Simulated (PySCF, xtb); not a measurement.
C5H7N, SMILES C#CC/C=N/C. One conformer was computed; it need not be the lowest.

Harmonic wavenumbers (cm⁻¹) from GFN2-xTB (xtb) at its own minimum, in rising order: 58, 130, 205, 258, 277, 299, 446, 512, 641, 667, 841, 942, 999, 1030, 1083, 1108, 1120, 1167, 1254, 1336, 1392, 1416, 1460, 1474, 1767, 2296, 2816, 2879, 2924, 2983, 2983, 3000, 3398.

**Question.** What does PBE-D3(BJ)/def2-SVP (PySCF) give at its own minimum? (An estimate is asked for; the answer gives what the named calculation found.)

**Answer.** 65, 132, 220, 270, 294, 328, 458, 541, 637, 656, 801, 939, 964, 1015, 1059, 1088, 1115, 1165, 1237, 1329, 1363, 1365, 1399, 1416, 1728, 2169, 2894, 2899, 2945, 3009, 3024, 3033, 3409. Paired by order, the mean absolute difference is 27 cm⁻¹ and the zero-point energies are 64.6 and 64.3 kcal/mol.
